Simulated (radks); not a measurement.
All-electron atom: Ru in [Kr] 4d7 5s1. All-electron calculation, Dirac Kohn-Sham, PBEsol, spin-unpolarised, spherical densities, finite nucleus; open shells fill j = l - 1/2 first; Fermi nuclear charge, rms radius 4.4809 fm. Program: a radial shooting solver on a logarithmic mesh with Libxc functionals.

Spin-orbit splittings of the eigenvalues, e(l+1/2) - e(l-1/2), with zeta = 2 splitting/(2l+1) and mean radii in bohr:

| shell | occ. | splitting (eV) | zeta (eV) | <r> j=l-1/2 | <r> j=l+1/2 |
|---|---|---|---|---|---|
| 2p | 6 | 130.8 | 87.20 | 0.1236 | 0.1284 |
| 3p | 6 | 22.20 | 14.80 | 0.3959 | 0.4065 |
| 3d | 10 | 4.327 | 1.731 | 0.3822 | 0.3857 |
| 4p | 6 | 3.395 | 2.263 | 1.108 | 1.139 |
| 4d | 7 | 0.3214 | 0.1286 | 1.689 | 1.718 |
